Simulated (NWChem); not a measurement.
# Total energies of silacyclobutane (C₃H₈Si)

```xyz
12

C     -1.0020    -0.9058     0.0000
C     -0.1456    -0.3997    -1.2064
Si     0.6468     0.8460     0.0000
C     -0.1456    -0.3997     1.2064
H     -1.2009    -1.9913     0.0000
H     -1.9825    -0.4013     0.0000
H      0.5849    -1.1606    -1.5285
H     -0.7045    -0.0655    -2.0928
H     -0.0029     2.1919     0.0000
H      2.1294     1.0414     0.0000
H      0.5849    -1.1606     1.5285
H     -0.7045    -0.0655     2.0928
```
Charge 0, spin multiplicity 1.

All runs are NWChem calculations. Structure: optimised with B3LYP/def2-SVP, a minimum by its harmonic frequencies. It is one conformer; others weren't searched.

Basis set: cc-pVDZ (100 functions).

```
method   total energy (Ha)  relative cost
-------  -----------------  -------------
RHF             -407.16987              1
MP2             -407.69879        under 3
B2PLYP          -408.32277              4
PBE             -408.27333        under 3
B3LYP           -408.61976        under 3
TPSS            -408.65227        under 3
CCSD(T)         -407.77419             70
```

Total energies of different functionals aren't comparable as a measure of quality: only differences taken within one method are. Costs are rough ratios of processor time within this set of runs, SCF included, with RHF as 1.

The correlated methods keep 8 core orbitals frozen. B3LYP has NWChem's definition, with VWN1-RPA local correlation. No row is a measurement; the coupled-cluster row has its own basis-set and correlation limits.
